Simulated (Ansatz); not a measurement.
AsH2(OMe) (CH5AsO). Charge 0, multiplicity 1. Geometry relaxed at B3LYP-D4/def2-TZVP.

Cartesian coordinates in Å:
```
As -0.0118 0.7743 1.3910
H -1.0519 1.8881 1.4834
H -1.0145 -0.2586 1.9423
O -0.3298 0.4965 -0.3742
C 0.4512 -0.5228 -0.9762
H 1.5238 -0.3914 -0.7882
H 0.2782 -0.4669 -2.0512
H 0.1548 -1.5192 -0.6269
```

(1) Estimate the harmonic wavenumbers at RKS B3LYP-D4/def2-TZVP (Ansatz, unscaled). Is this a minimum?

## Answers

(1) 87, 148, 266, 597, 798, 806, 995, 1079, 1176, 1197, 1476, 1492, 1504, 2093, 2178, 2979, 3024, 3095 cm⁻¹. Yes, no mode is imaginary beyond noise. Zero-point energy 149.5 kJ/mol. Run time 55 s (4 threads of Arm Neoverse V1 on a shared host).
